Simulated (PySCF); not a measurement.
Geometry (Å), atoms numbered from 1 in this order:
```xyz
21

C    -1.025    1.099   -0.756
C    -0.747   -0.166    0.053
C    -0.525    0.161    1.532
C    -1.941   -1.132   -0.078
F    -3.090   -0.554    0.392
O     0.328   -0.967   -0.481
C     1.476   -0.365   -0.985
C     2.465    0.145    0.076
F     2.522   -0.629    1.159
F     3.706    0.200   -0.436
F     2.190    1.392    0.496
H    -0.256    1.850   -0.596
H    -1.975    1.513   -0.429
H    -1.097    0.868   -1.818
H    -0.148   -0.717    2.051
H    -1.471    0.457    1.978
H     0.180    0.977    1.659
H    -1.762   -2.037    0.508
H    -2.110   -1.392   -1.126
H     1.998   -1.156   -1.534
H     1.271    0.470   -1.667
```

Calculated, not measured (PySCF 2.14): structure optimised with GFN2-xTB, PBE0/pcSseg-1 with gauge-including orbitals. One averaged value for each set of equivalent atoms, one conformer, gas phase, relativity neglected.

Scale: TMS for ¹³C (σref 186.93) (reference shieldings calculated alike).

Do the ¹³C shifts follow the atomic charges (in e)? Tabulate both.

Results:


| atoms | hybridisation | δ (ppm) | σ para (ppm) | Hirshfeld | IAO | Mulliken | ESP-fitted |
| --- | --- | --- | --- | --- | --- | --- | --- |
| C8 | sp3 | 133.9 | -193 | +0.26 | +0.79 | +0.75 | +0.60 |
| C4 | sp3 | 91.1 | -149 | +0.02 | +0.04 | +0.27 | -0.06 |
| C2 | sp3 | 80.4 | -136 | +0.08 | +0.22 | -0.25 | +0.66 |
| C7 | sp3 | 67.9 | -126 | -0.02 | -0.10 | +0.03 | -0.10 |
| C1/C3 | sp3 | 23.0 | -87 | -0.14 | -0.45 | -0.20 | -0.52 |

Correlation coefficients of δ with charge over these carbons: Hirshfeld +0.96, IAO +0.96, Mulliken +0.84, ESP-fitted +0.78; with the paramagnetic shielding -1.00. With so few points these coefficients are fragile. Charge is one influence among several: hybridisation and low-lying excitations act through the paramagnetic term.

Shifts are as computed. Against solution values, carbons near 30 ppm lie about +3 ppm off and those near 130 ppm about +5 ppm. Of 1211 compounds with measured shifts, 218 miss one by over three times the rms of a fit or turn the order of signals round; such compounds aren't used in these exercises.
